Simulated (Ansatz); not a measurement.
Ligand exchange: GeH3Cl + CH2BrI → GeH3I + CH2BrCl

Species: GeH3Cl (chlorogermane) `[Cl][GeH3]`, singlet; CH2BrI (bromoiodomethane) `BrCI`, singlet; GeH3I `[GeH3][I]`, singlet; CH2BrCl (bromochloromethane) `ClCBr`, singlet. The partners trade Cl for I: Ge–Cl and C–I bonds give way to Ge–I and C–Cl.

Shapes, held fixed at every level: PBE0-D4/def2-TZVP. Programs: Ansatz 0.2.0. The zero-point and thermal change to 298 K, harmonic and unscaled (PBE0-D4/def2-TZVP), is +1.0 kJ/mol.

Task: Estimate ΔH(298 K) of this reaction.

Result: The highest level, CCSD(T)/def2-TZVPP, gives ΔH(298 K) = +9.2 kJ/mol; the levels span +0.3 to +10.1. The column of differences is taken from that level and isn't an error. No measured value is set beside it here. For atoms past krypton def2 sets carry core potentials with scalar relativity. Relativity is left out for Br, Ge. Outer-core shells of Br, Ge, I are correlated, in sets that cover them unevenly.

```csv
level,kind,ΔH(298 K) (kJ/mol),less CCSD(T)/def2-TZVPP
PBE-D4/def2-TZVPP,GGA,+1.6,-7.6
B3LYP-D4/def2-TZVPP,global hybrid,+5.0,-4.2
BHLYP-D4/def2-TZVPP,global hybrid,+3.6,-5.6
B2PLYP/def2-TZVPP,double hybrid,+6.2,-3.0
MP2/def2-SVP,perturbation theory,+1.4,-7.8
MP2/def2-TZVPP,perturbation theory,+10.1,+0.9
CCSD(T)/def2-SVP,coupled cluster or CI,+0.3,-8.9
CCSD(T)/def2-TZVPP,coupled cluster or CI,+9.2,0.0
```
